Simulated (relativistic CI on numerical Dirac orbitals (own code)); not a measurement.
**What each ingredient does to the levels of Ru14+**

Base calculation: Dirac-Coulomb-Breit CI, separate exchange-only KLI orbitals for each configuration, model QED, unscaled Slater integrals.

CI space (outside the closed core [Ar] 3d10): 4s², 4s4p, 4p², 4s4d, 4d², 4s4f, 4p4d, 4f², 4p4f, 4s5s, 4s5p, 4d4f, 4s5d, 4s5f, 4s6s, 4s5g. Levels of other configurations are missing.

The lowest level and the first level of each name with at least 55 % of one term (blank where a level has no safe partner in the second run):

```
    Level  Base (cm⁻¹)  Shift (cm⁻¹)
  4s² ¹S0            0             0
4s4p ³P°0       224546          +535
4s4p ³P°1       234705          +536
4s4p ³P°2       265675          +536
4s4p ¹P°1       341557          +551
  4p² ³P0       528376         +1016
  4p² ³P1       555237         +1017
  4p² ¹D2       556927         +1038
  4p² ³P2       595400         +1032
  4p² ¹S0       649313         +1013
 4s4d ³D1       720519         +1341
 4s4d ³D2       723094         +1340
 4s4d ³D3       727398         +1341
 4s4d ¹D2       782633         +1314
4p4d ³F°2       958362         +1636
4p4d ³F°3       977027         +1636
4p4d ¹D°2       992785         +1635
4p4d ³F°4      1003030         +1636
4p4d ³D°1      1011454         +1634
4p4d ³P°0      1037700         +1634
4p4d ³P°1      1040198         +1634
4p4d ³D°3      1040598         +1637
```

At this charge energies of transitions that change n are usually good to better than 1 %, and those within a shell (Δn = 0) to a few per cent.

Problem. One thing was changed in a second run, which moved the levels as shown. Which?
A. non-relativistic limit
B. QED terms removed
C. configuration mixing switched off
D. P86 correlation estimate
E. Breit term removed

Solution. D. P86 correlation estimate. A correlation estimate moves all levels of a configuration together before mixing; mixed levels move by a weighted share.

LS names give the leading component of a level, which can be under half, so a name can repeat, a term be missing and a line seem to break the LS rules.
